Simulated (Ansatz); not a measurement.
anisole (C7H8O), SMILES O(C)c1ccccc1.

Coordinates come from a r2SCAN-D4/def2-SVP optimisation. Other conformers were not sampled.

Two levels are set side by side: PBE/def2-SVPD (Ansatz, a first-principles code) and CAM-B3LYP/def2-SVPD (Ansatz). Energy differences of separate SCF runs at the same geometry; the states with an electron removed or added have multiplicity 2 and 2. Differences are taken from unrounded values.

```csv
quantity,CAM-B3LYP
vertical ionisation energy (eV),8.34
vertical singlet–triplet gap (eV),4.02
```

Problem. What does PBE give, and how far is it from CAM-B3LYP? (The exact figures need the calculation; the answer reports its results.)

Solution. 
```json
[
 {"quantity": "vertical ionisation energy (eV)", "PBE": "8.14", "PBE minus CAM-B3LYP": "-0.19"},
 {"quantity": "vertical singlet–triplet gap (eV)", "PBE": "3.97", "PBE minus CAM-B3LYP": "-0.05"}
]
```
